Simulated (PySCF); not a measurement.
Cl$_{2}$OTa (SMILES [O]=[Ta]([Cl])[Cl]), doublet, geometry from GFN2-xTB (such geometries of metal compounds can be far from the true shape) (the multiplicity is a formal guess) (core potentials on Ta); PBE0/def2-SV(P) (PySCF).

Here is a job for PySCF.
```python
from pyscf import gto, scf, dft

mol = gto.Mole()
mol.atom = '''
    Ta   -0.165742   -0.147869   -0.030046
    O    -1.421975   -1.268636   -0.257780
    Cl   -0.337427    1.938970   -0.715802
    Cl    1.718306   -0.706999    0.966132
'''
mol.basis = 'def2-sv(p)'
mol.ecp = {'Ta': 'def2-sv(p)'}
mol.charge = 0
mol.spin = 1
mol.verbose = 4
mol.build()

mf = dft.UKS(mol)
mf.xc = 'pbe0'
mf.kernel()
```

The log (banner, timings and long lists left out):

```
PySCF version 2.14.0

[INPUT] verbose = 4
[INPUT] num. atoms = 4
[INPUT] num. electrons = 55
[INPUT] charge = 0
[INPUT] spin (= nelec alpha-beta = 2S) = 1
[INPUT] symmetry False subgroup None
[INPUT] Mole.unit = angstrom
[INPUT] Symbol           X                Y                Z      unit          X                Y                Z       unit  Magmom
[INPUT]  1 Ta    -0.165742000000  -0.147869000000  -0.030046000000 AA   -0.313206987338  -0.279431912313  -0.056778711139 Bohr   0.0
[INPUT]  2 O     -1.421975000000  -1.268636000000  -0.257780000000 AA   -2.687143305978  -2.397374591764  -0.487133600390 Bohr   0.0
[INPUT]  3 Cl    -0.337427000000   1.938970000000  -0.715802000000 AA   -0.637644617034   3.664122263748  -1.352669739416 Bohr   0.0
[INPUT]  4 Cl     1.718306000000  -0.706999000000   0.966132000000 AA    3.247127738197  -1.336034480341   1.825724880178 Bohr   0.0

nuclear repulsion = 221.468002508854
number of shells = 33
number of NR pGTOs = 146
number of NR cGTOs = 75
basis = def2-sv(p)
ecp = {'Ta': 'def2-sv(p)'}

******** <class 'pyscf.dft.uks.UKS'> ********
method = UKS
initial guess = minao
damping factor = 0
level_shift factor = 0
DIIS = <class 'pyscf.scf.diis.CDIIS'>
diis_start_cycle = 1
diis_space = 8
diis_damp = 0
SCF conv_tol = 1e-09
SCF conv_tol_grad = None
SCF max_cycles = 50
direct_scf = True
direct_scf_tol = 1e-13
number electrons alpha = 28  beta = 27
XC library pyscf.dft.libxc version 7.1.2
    S. Lehtola, C. Steigemann, M. J. T. Oliveira, and M. A. L. Marques,  SoftwareX 7, 1–5 (2018)
XC functionals = pbe0
    C. Adamo and V. Barone,  J. Chem. Phys. 110, 6158 (1999)
    M. Ernzerhof and G. E. Scuseria,  J. Chem. Phys. 110, 5029 (1999)
radial grids:
    Treutler-Ahlrichs [JCP 102, 346 (1995); DOI:10.1063/1.469408] (M4) radial grids

becke partition: Becke, JCP 88, 2547 (1988); DOI:10.1063/1.454033
pruning grids: <function nwchem_prune>
grids dens level: 3
symmetrized grids: False
atomic radii adjust function: <function treutler_atomic_radii_adjust>
small_rho_cutoff = 0
Set gradient conv threshold to 3.16228e-05
tot grids = 75856
init E= -1039.36773603646

cycle= 1 E= -1051.65446923845  delta_E= -12.3  |g|= 0.832  |ddm|= 5.56
cycle= 2 E= -1050.83846136978  delta_E= 0.816  |g|= 1.53  |ddm|= 2.43
cycle= 3 E= -1051.90224251899  delta_E= -1.06  |g|= 0.507  |ddm|= 1.63
cycle= 4 E= -1052.00172894041  delta_E= -0.0995  |g|= 0.247  |ddm|= 0.653
cycle= 5 E= -1052.02704255752  delta_E= -0.0253  |g|= 0.0318  |ddm|= 0.171
cycle= 6 E= -1052.02752684268  delta_E= -0.000484  |g|= 0.00692  |ddm|= 0.0371
cycle= 7 E= -1052.02755937959  delta_E= -3.25e-05  |g|= 0.00128  |ddm|= 0.0103
cycle= 8 E= -1052.02756345126  delta_E= -4.07e-06  |g|= 0.000666  |ddm|= 0.0038
cycle= 9 E= -1052.02756498683  delta_E= -1.54e-06  |g|= 0.000203  |ddm|= 0.00306
cycle= 10 E= -1052.02756509654  delta_E= -1.1e-07  |g|= 9.13e-05  |ddm|= 0.000826
cycle= 11 E= -1052.02756510435  delta_E= -7.81e-09  |g|= 3.39e-05  |ddm|= 0.000189
cycle= 12 E= -1052.02756510572  delta_E= -1.37e-09  |g|= 7.07e-06  |ddm|= 0.000107
cycle= 13 E= -1052.02756510576  delta_E= -3.8e-11  |g|= 2.15e-06  |ddm|= 1.36e-05
Extra cycle  E= -1052.02756510576  delta_E= -5.46e-12  |g|= 1.96e-06  |ddm|= 6.69e-06
converged SCF energy = -1052.02756510576  <S^2> = 0.75590072  2S+1 = 2.005892
```
